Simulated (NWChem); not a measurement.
CH3BrSi, singlet; SMILES C[Si]Br

```xyz
6

Si    -0.7666     1.1357     0.0000
Br     0.0506    -0.9832     0.0000
C      0.8863     2.0714     0.0000
H      0.7256     3.1615     0.0000
H      1.4884     1.8000    -0.8851
H      1.4884     1.8000     0.8851
```
Atoms are numbered in this order, from 1.

Program: NWChem. Geometry optimised at PBE0/def2-SVP; all other runs use it. Low-valent species are run as closed-shell singlets; no triplet was tried in these runs. This build's default masses of Se (78.918 u) and Br (79.917 u) are each other's, which moves their modes by up to 0.6 %.

| quantity | level | value |
|---|---|---|
| −ε(HOMO) (eV) | B3LYP/def2-SVP | 6.42 |
| cavity-dispersion-structure term (kcal/mol) in water | PBE0/def2-SVP, SMD | 0.9 |
| anisotropy (bohr³), static | B3LYP/def2-SVPD | [?] |
| vertical, lowest state with f > 0.02, singlet (eV) | B3LYP/def2-SVPD, TDA | 2.93 |
| dipole (D) | PBE0/def2-SVP | [?] |
| highest harmonic frequency (cm⁻¹) | PBE0/def2-SVP | [?] |

**Question.** Some entries are withheld; supply them.

**Answer.** 
- anisotropy (bohr³), static, value: 27.6
- dipole (D), value: 1.89
- highest harmonic frequency (cm⁻¹), value: 3155
